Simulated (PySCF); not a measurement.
**Computed spin Hamiltonian**

C₅H₈NO₂ (doublet state).
Atom-mapped SMILES: `[CH3:1][NH:2][C:3](=[O:4])[C:5]1[CH2:6][O:7][CH2:8]1` (hydrogens: H9, H10, H11 on C1; H12 on N2; H13, H14 on C6; H15, H16 on C8)

Geometry (GFN2-xTB, Å), atoms numbered from 1 in this order:
```
atom  x, y, z in Å
C1     2.7531    0.3696    0.0073
N2     1.3212    0.4949   -0.0292
C3     0.4961   -0.6035   -0.0173
O4     0.9319   -1.7494    0.0276
C5    -0.8952   -0.2997   -0.0609
C6    -1.7755    0.8972   -0.1187
O7    -2.9297    0.0572   -0.1228
C8    -2.1257   -1.1251   -0.0674
H9     3.2075    0.8029   -0.8871
H10    3.1669    0.8607    0.8911
H11    2.9775   -0.6955    0.0467
H12    0.9205    1.4169   -0.0698
H13   -1.7126    1.5111   -1.0271
H14   -1.7570    1.5632    0.7543
H15   -2.2707   -1.7720   -0.9410
H16   -2.3160   -1.7196    0.8343
```

The hyperfine couplings belong to this conformer and change with its torsions.

Level of theory: UKS B3LYP, pcH-1 on C H N O, non-relativistic, mean-field spin-orbit, GIAO (PySCF). One conformer (not necessarily the lowest) at the GFN2-xTB geometry, without solvent, vibrations or thermal averaging. Couplings are sensitive to structure, and on GFN2-xTB geometries they can be far from those on DFT ones. The SCF solution wasn't tested for stability.

| Quantity | Value |
| --- | --- |
| g1, g2, g3 | 2.00210, 2.00347, 2.00452 |
| g_iso | 2.00336 |
| Form of g | rhombic: the two nearest values differ by 43 % of g3 − g1 |
| ⟨S²⟩ | 0.7555 (exact 0.7500) |
| α and β electrons | 31, 30 |
| Total energy | -400.48941 Eh |
| Basis functions | 280 |

Isotropic coupling and dipolar principal values T1 to T3, in 10⁻⁴ cm⁻¹; ρ(0) is the spin density at the nucleus (1 × 10⁻⁴ cm⁻¹ = 2.998 MHz):

```
atom  isotope  a_iso     T1     T2    T3  Mulliken spin population  ρ(0) (bohr⁻³)
  C1      13C   -1.2   -0.2    0.0   0.2                     -0.01        -0.0032
  N2      14N    0.7   -1.3   -1.1   2.4                      0.07         0.0068
  C3      13C  -11.9   -2.0    0.3   1.7                     -0.07        -0.0317
  O4      17O   -2.8  -13.3    6.5   6.9                      0.13         0.0140
  C5      13C   25.8  -23.7  -23.0  46.8                      0.84         0.0689
  C6      13C  -10.8   -0.7    0.1   0.6                     -0.07        -0.0287
  O7      17O    0.7   -0.6    0.0   0.6                      0.00        -0.0032
  C8      13C  -11.1   -0.7    0.3   0.5                     -0.07        -0.0297
  H9       1H    4.6   -0.4   -0.3   0.8                      0.01         0.0031
 H10       1H    4.5   -0.4   -0.3   0.8                      0.01         0.0030
 H11       1H    0.1   -0.6   -0.4   1.0                      0.00         0.0001
 H12       1H   -1.7   -1.4   -0.2   1.6                      0.00        -0.0011
 H13       1H   33.2   -1.3   -1.1   2.4                      0.04         0.0223
 H14       1H   33.2   -1.3   -1.1   2.4                      0.04         0.0223
 H15       1H   34.8   -1.3   -1.1   2.4                      0.04         0.0233
 H16       1H   34.7   -1.3   -1.1   2.4                      0.04         0.0233
```

Largest spin populations (Mulliken): C5 (+0.84), O4 (+0.13), C8 (-0.07) and C6 (-0.07). C5 is the only atom above +0.15. The angles at C5 add up to 360.0°, so it is planar.

Axes: g2 points within 8° of the C5–C8 bond and g3 points within 5° of the C5–C6 bond.

Under fast tumbling the dipolar parts average out, and these isotropic splittings remain: 2 × 1H (H15/H16, I = 1/2, 3 lines) with 3.72 mT, 2 × 1H (H13/H14, I = 1/2, 3 lines) with 3.55 mT, 3 × 1H (H9/H10/H11, I = 1/2, 4 lines) with 0.33 mT, 1 × 1H (H12, I = 1/2, 2 lines) with 0.18 mT and 1 × 14N (N2, I = 1, 3 lines) with 0.08 mT.

Nuclei that the bonding pattern makes equivalent are averaged, as if the motion that swaps them (rotation, inversion, ring flip) were fast. C6 and C8, with what hangs on them, aren't averaged: C5 is flat or nearly so (angle sum 360°), and its turn about the short C5–C3 bond (1.42 Å) is taken as slow. The three 1H nuclei of mean +9.2 MHz run from 0.4 to 13.7 MHz in the frozen geometry.

The 17O coupling of O4 (-8.5 MHz) shows only in satellite lines or after enrichment, since that isotope makes up about 0.038 % of natural oxygen.

The 13C coupling of C5 (77.4 MHz) shows only in satellite lines or after enrichment, since that isotope makes up about 1.07 % of natural carbon.
